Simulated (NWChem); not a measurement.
Molecule: iodine (I$_{2}$); SMILES II

```xyz
2

I      0.0000     0.0000     1.3412
I      0.0000     0.0000    -1.3412
```
Atoms are numbered in this order, from 1.

Program: NWChem. The geometry was optimised at PBE0/def2-SVP. def2 effective core potentials on I; no spin-orbit coupling. B3LYP is NWChem's, with the RPA form of VWN correlation.

```tsv
level	basis functions	highest occupied level (eV)	orbital gap (eV)	relative time
B3LYP/STO-3G (all-electron, non-relativistic)	54	-4.71	4.11	1
B3LYP/3-21G (all-electron, non-relativistic)	62	-6.99	3.17	1
B3LYP/def2-SVP (core potentials)	52	-7.04	3.12	1
B3LYP/def2-SVPD (core potentials)	70	-7.16	3.08	2
B3LYP/def2-TZVP (core potentials)	100	-7.12	3.22	5
```

Times are rough ratios from one shared machine.
